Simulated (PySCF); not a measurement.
Si(Cl)(Me)(SiH3)2 (CH9ClSi3), SMILES [Si]([SiH3])([SiH3])(C)Cl. Geometry: PBE-D3(BJ)/def2-SVP.

Computed equilibrium geometry at PBE-D3(BJ)/def2-SVP (PySCF confirms it by a frequency run) as bond lengths and angles, and its point group:
point group Cs.
Atoms: C1 Si2 Si3 Si4 Cl5 H6 H7 H8 H9 H10 H11 H12 H13 H14. Bond lengths (Å): C1–Si2 1.889, C1–H6 1.110, C1–H7 1.108, C1–H8 1.108, Si2–Si3 2.353, Si2–Si4 2.353, Si2–Cl5 2.112, Si3–H9 1.504, Si3–H10 1.508, Si3–H11 1.506, Si4–H12 1.508, Si4–H13 1.506, Si4–H14 1.504. Bond angles (°): Si2–C1–H6 110.0, Si2–C1–H7 110.5, Si2–C1–H8 110.5, H6–C1–H7 108.6, H6–C1–H8 108.6, H7–C1–H8 108.5, C1–Si2–Si3 112.0, C1–Si2–Si4 112.0, C1–Si2–Cl5 108.6, Si3–Si2–Si4 111.9, Si3–Si2–Cl5 106.0, Si4–Si2–Cl5 106.0, Si2–Si3–H9 110.0, Si2–Si3–H10 110.3, Si2–Si3–H11 110.0, H9–Si3–H10 108.8, H9–Si3–H11 109.1, H10–Si3–H11 108.7, Si2–Si4–H12 110.3, Si2–Si4–H13 110.0, Si2–Si4–H14 110.0, H12–Si4–H13 108.7, H12–Si4–H14 108.8, H13–Si4–H14 109.1.
Charge 0, spin multiplicity 1.
